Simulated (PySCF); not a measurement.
Compound: C6H10NOSi (charge +1).
Numbering: `[NH3+:1][c:2]1[cH:3][cH:4][c:5]([O:6][SiH3:7])[cH:8][cH:9]1` (hydrogens: H10, H11, H12 on N1; H13 on C3; H14 on C4; H15, H16, H17 on Si7; H18 on C8; H19 on C9)

Cartesian coordinates in Å at the PBE0-D3(BJ)/def2-SVP level; atoms count from 1:
```
atom  x, y, z in Å
N1    -3.134   -0.553   -0.574
C2    -1.730   -0.172   -0.340
C3    -0.730   -1.117   -0.535
C4     0.590   -0.763   -0.286
C5     0.908    0.533    0.160
O6     2.145    0.929    0.414
Si7    3.635    0.105    0.284
C8    -0.127    1.468    0.348
C9    -1.444    1.118    0.101
H10   -3.228   -1.181   -1.383
H11   -3.716    0.273   -0.767
H12   -3.553   -1.034    0.236
H13   -0.959   -2.129   -0.881
H14    1.380   -1.500   -0.443
H15    4.642    1.103    0.706
H16    3.805   -0.322   -1.133
H17    3.589   -1.083    1.181
H18    0.134    2.471    0.688
H19   -2.236    1.857    0.252
```

Computed with PySCF 2.14.0, density-fitted response routines, TDDFT CAM-B3LYP/def2-SVPD, vertical, gas phase, core orbitals frozen in the response.

Frontier orbitals with the atoms that hold most of them (Löwdin shares over 4%, at most four atoms; ? is withheld):

```csv
orbital,ε (eV),atoms
HOMO-3,-14.03,"Si7 34%, H16 22%, H17 21%, O6 8%"
HOMO-2,-13.71,"O6 29%, Si7 26%, H15 17%, H17 8%"
HOMO-1,-12.91,?
HOMO,?,"O6 23%, C2 16%, C5 14%, C8 13%"
LUMO,-3.85,?
LUMO+1,-3.59,"C3 21%, C8 18%, C4 15%, C9 10%"
LUMO+2,-3.40,"C9 18%, C5 16%, C2 16%, C4 10%"
```

Which atoms hold the HOMO-1, and with what shares?

C9 (bonded to 2 C and H) 22%; C3 (bonded to 2 C and H) 20%; C4 (bonded to 2 C and H) 20%; C8 (bonded to 2 C and H) 17%.

Give the leading atoms of the LUMO.

N1 (bonded to C and 3 H) 22%; H12 (bonded to N) 19%; H10 (bonded to N) 18%; H11 (bonded to N) 17%. By element: hydrogen 54% or more, nitrogen 22%.

What is the HOMO energy, and the HOMO–LUMO gap?

ε(HOMO) = -11.86 eV; the gap is 8.01 eV (0.2943 hartree).

How does S1 compare with the orbital gap of 8.01 eV?

S1 is at 5.09 eV (f = 0.020), 2.92 eV below the gap, made of HOMO→LUMO+1 (72%), HOMO-1→LUMO+2 (14%), HOMO→LUMO+2 (8%). Its leading pair isn't HOMO and LUMO; the energies of that pair differ by 8.27 eV. 

One configuration dominates each of S1, S3 and S4. Which, and how do the shares of the two leading atoms of either orbital change from the occupied to the empty one?

- S1 (5.09 eV, f 0.020), HOMO→LUMO+1 (72%): O6 23% → at most 10%, C2 16% → at most 10%, C3 at most 14% → 21%, C8 13% → 18%
- S3 (5.65 eV, f 0.029), HOMO→LUMO (78%): O6 23% → at most 18%, C2 16% → at most 18%, N1 at most 14% → 22%, H12 at most 14% → 19%
- S4 (6.57 eV, f 0.0003), HOMO-1→LUMO (98%): C9 22% → at most 18%, C3 20% → at most 18%, N1 at most 18% → 22%, H12 at most 18% → 19%

Löwdin shares depend on the basis, the more so with diffuse functions.

One conformer stands for the species.
